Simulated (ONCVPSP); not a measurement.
# Configuration tests for Ce (Z = 58) (ONCV)

- Element: cerium (Ce)
- Generator: ONCVPSP 4.0.1
- Type: optimised norm-conserving Vanderbilt (ONCV)
- Functional: PBEsol
- Relativity: fully relativistic
- Frozen core: [Kr] 4d10
- Valence charge: 12
- Reference configuration: 4f1 5s2 5p6 5d1 6s2
- Partial waves: 5s+6s: rc 2.50 bohr, ncon 4, nbas 7, qcut 5.7 1/bohr, 3 projectors, debl 3.6 Ha; 5p: rc 2.30 bohr, ncon 5, nbas 9, qcut 4.7 1/bohr, 2 projectors, debl 1.9 Ha; 5d: rc 4.00 bohr, ncon 3, nbas 8, qcut 3.8 1/bohr, 2 projectors, debl 1.2 Ha; 4f: rc 1.60 bohr, ncon 5, nbas 9, qcut 10.2 1/bohr, 2 projectors, debl 3.6 Ha
- Local potential: polynomial inside 1.50 bohr (lpopt 3, dvloc0 3 Ha)
- Core correction: polynomial model core, fcfact 0.4

Open shells are filled in proportion to 2j + 1.

Energies are relative to the spin-unpolarised reference configuration 4f1 5s2 5p6 5d1 6s2; without spin polarisation the order of configurations can differ from experiment.

Give the all-electron excitation energy and the error of the potential for: 4f1 5s2 5p6 5d1 6s1; 4f1 5s2 5p6 5d1 6s0; 4f1 5s2 5p6 5d0 6s0; 4f1 5s2 5p6 5d2 6s1.

```tsv
valence configuration	charge	ΔE all-electron (eV)	error AE − PS (meV)
4f1 5s2 5p6 5d1 6s1	+1	6.103	-0.6
4f1 5s2 5p6 5d1 6s0	+2	17.140	-7.7
4f1 5s2 5p6 5d0 6s0	+3	36.266	+74
4f1 5s2 5p6 5d2 6s1	0	0.908	+13
```
